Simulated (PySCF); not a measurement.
# `CC=C=C=C=C(C)[SiH3]`, C7H10Si

Molfile (atoms numbered from 1):
```
C7H10Si
     RDKit          3D

 18 17  0  0  0  0  0  0  0  0999 V2000
    3.9329    0.2669   -1.1362 C   0  0  0  0  0  0  0  0  0  0  0  0
    2.9698    0.3385    0.0083 C   0  0  0  0  0  0  0  0  0  0  0  0
    1.6735    0.1122   -0.0712 C   0  0  0  0  0  0  0  0  0  0  0  0
    0.4122   -0.1066   -0.1546 C   0  0  0  0  0  0  0  0  0  0  0  0
   -0.8501   -0.3263   -0.2321 C   0  0  0  0  0  0  0  0  0  0  0  0
   -2.1533   -0.5160   -0.3208 C   0  0  0  0  0  0  0  0  0  0  0  0
   -2.8084   -1.8609   -0.1331 C   0  0  0  0  0  0  0  0  0  0  0  0
   -3.2259    0.9844   -0.7017 Si  0  0  0  0  0  4  0  0  0  0  0  0
    3.4258    0.0084   -2.0752 H   0  0  0  0  0  0  0  0  0  0  0  0
    4.4487    1.2321   -1.2714 H   0  0  0  0  0  0  0  0  0  0  0  0
    4.7134   -0.4875   -0.9415 H   0  0  0  0  0  0  0  0  0  0  0  0
    3.3801    0.6011    0.9936 H   0  0  0  0  0  0  0  0  0  0  0  0
   -3.3978   -2.1355   -1.0236 H   0  0  0  0  0  0  0  0  0  0  0  0
   -2.0671   -2.6510    0.0505 H   0  0  0  0  0  0  0  0  0  0  0  0
   -3.5088   -1.8362    0.7183 H   0  0  0  0  0  0  0  0  0  0  0  0
   -4.2386    1.1717    0.3853 H   0  0  0  0  0  0  0  0  0  0  0  0
   -3.9750    0.7596   -1.9787 H   0  0  0  0  0  0  0  0  0  0  0  0
   -2.3767    2.2030   -0.8198 H   0  0  0  0  0  0  0  0  0  0  0  0
  1  2  1  0
  2  3  2  0
  3  4  2  0
  4  5  2  0
  5  6  2  0
  6  7  1  0
  6  8  1  0
  1  9  1  0
  1 10  1  0
  1 11  1  0
  2 12  1  0
  7 13  1  0
  7 14  1  0
  7 15  1  0
  8 16  1  0
  8 17  1  0
  8 18  1  0
M  END
```

Level of theory: TDDFT CAM-B3LYP/aug-cc-pVDZ circular dichroism and optical rotation, one conformer, gas phase (PySCF). Geometry: PBE0-D3(BJ)/def2-SVP.

No stereocentre is labelled: unless the shape is locked (an allene, a helicene, a hindered biaryl), the mirror image is equally populated and a measured rotation or CD is zero.

Draw the ECD and absorption spectra from the lowest 12 states, each a Gaussian of half-width 0.2 eV at 1/e height.


| E (eV) | λ (nm) | Δε (L mol⁻¹ cm⁻¹) | ε (L mol⁻¹ cm⁻¹) |
| --- | --- | --- | --- |
| 3.05 | 406 | 0.00 | 0 |
| 3.15 | 393 | 0.00 | 0.237 |
| 3.25 | 381 | 0.00 | 1.37 |
| 3.35 | 370 | +0.01 | 4.77 |
| 3.45 | 359 | +0.02 | 10.1 |
| 3.55 | 349 | +0.03 | 13 |
| 3.65 | 339 | +0.02 | 10.5 |
| 3.75 | 330 | 0.00 | 6.5 |
| 3.85 | 322 | -0.03 | 6.03 |
| 3.95 | 314 | -0.05 | 7.87 |
| 4.05 | 306 | -0.05 | 7.61 |
| 4.15 | 299 | -0.03 | 4.65 |
| 4.25 | 292 | -0.01 | 2.61 |
| 4.35 | 285 | +0.01 | 6.47 |
| 4.45 | 278 | +0.07 | 24.1 |
| 4.55 | 272 | +0.16 | 57.3 |
| 4.65 | 266 | +0.23 | 83 |
| 4.75 | 261 | +0.20 | 72.9 |
| 4.85 | 255 | +0.11 | 39 |
| 4.95 | 250 | +0.04 | 17.2 |
| 5.05 | 245 | +0.04 | 85.9 |
| 5.15 | 241 | +0.35 | 931 |
| 5.25 | 236 | +1.76 | 6540 |
| 5.35 | 232 | +4.19 | 29300 |
| 5.45 | 227 | +0.71 | 84300 |
| 5.55 | 223 | -18.19 | 157000 |
| 5.65 | 219 | -39.21 | 190000 |
| 5.75 | 216 | -35.98 | 150000 |
| 5.85 | 212 | -14.66 | 78100 |
| 5.95 | 208 | +1.31 | 28500 |
| 6.05 | 205 | +7.67 | 9450 |
| 6.15 | 202 | +8.77 | 4900 |
| 6.25 | 198 | +4.90 | 3720 |
| 6.35 | 195 | -4.01 | 3570 |

Δε uses R in velocity form, ε uses f in length form. Only the states computed contribute, so the short-wavelength end is incomplete.
